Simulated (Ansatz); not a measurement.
Gas-phase electronic energies from Ansatz, PBE0-D4/def2-TZVP geometries. CCSD(T)/CBS adds triple-zeta CCSD(T) − MP2 to the extrapolated MP2 energy (def2 sets, frozen cores). DFT in def2-TZVPP. B3LYP here is the variant with VWN-RPA as its local correlation; programs differ in this. def2 core potentials past Kr. For Sn outer-core shells are correlated without core-valence functions, which leaves a few kJ/mol of doubt a bond. One conformer a species, not always the lowest.

Consider the substitution at a C–B bond: `C[B](C)[AlH2]` + `C[NH][SnH2][OH]` → `C[NH][SnH2][O]C` + `C[BH][AlH2]`.

`C[B](C)[AlH2]`:

Z-matrix (Å, degrees):
```
C
B 1 1.568
H 1 1.092 2 116.8
H 1 1.103 2 104.0 3 115.9
H 1 1.095 2 114.0 3 -129.2
C 2 1.568 1 117.5 3 151.8
Al 2 2.143 1 121.2 3 -28.2
H 6 1.095 2 114.0 1 22.5
H 6 1.103 2 104.0 1 -92.3
H 6 1.092 2 116.8 1 151.7
H 7 1.599 2 122.1 1 94.3
H 7 1.599 2 122.1 1 -85.7
```

`C[NH][SnH2][OH]`:

```xyz
11

C     0.984   -1.286   -0.452
N     0.039   -0.301   -0.945
Sn   -0.413    1.331    0.140
O    -1.098    0.860    1.934
H     0.592   -1.940    0.339
H     1.334   -1.923   -1.271
H     1.865   -0.781   -0.046
H    -0.751   -0.731   -1.405
H    -1.618    2.179   -0.720
H     1.028    2.148    0.508
H    -1.962    0.444    1.917
```

`C[NH][SnH2][O]C`:

```xyz
14

C    -1.771   -0.337   -1.153
N    -0.333   -0.518   -1.189
Sn    0.909    0.942   -0.578
O     0.749    0.918    1.380
C     0.977   -0.282    2.073
H    -2.060    0.120   -0.203
H    -2.174    0.294   -1.958
H    -2.280   -1.305   -1.203
H    -0.027   -1.023   -2.007
H     0.409    2.528   -0.953
H     2.484    0.493   -1.060
H     0.398   -1.121    1.666
H     0.678   -0.139    3.116
H     2.039   -0.569    2.067
```

`C[BH][AlH2]`:

Z-matrix (Å, degrees):
```
C
B 1 1.558
H 1 1.094 2 114.3
H 1 1.091 2 117.4 3 130.8
H 1 1.106 2 102.6 3 -113.0
Al 2 2.128 1 127.0 3 -149.9
H 2 1.207 1 115.2 3 34.1
H 6 1.597 2 121.8 1 -85.9
H 6 1.596 2 121.4 1 95.4
```

Problem. Is it downhill or uphill in electronic energy at CCSD(T)/CBS, and by how much? (An estimate is asked.)

Solution. Computed: Uphill: ΔE = +1.09 eV.

Problem. What do these levels give: B3LYP-D4, r2SCAN, PBE0, HF/def2-QZVPP, HF/CBS(def2), MP2/CBS(def2)? (Best estimate.)

Solution. Ansatz gave: B3LYP-D4 1.04, r2SCAN 1.12, PBE0 1.12, HF/def2-QZVPP 0.93, HF/CBS(def2) 0.93, MP2/CBS(def2) 1.16 eV.

Largest T1 diagnostic among the species: 0.013.

In def2-TZVPP, CCSD(T) changes the Hartree–Fock value by +0.14 eV (the triples alone add +0.01 eV) and MP2 by +0.21 eV.
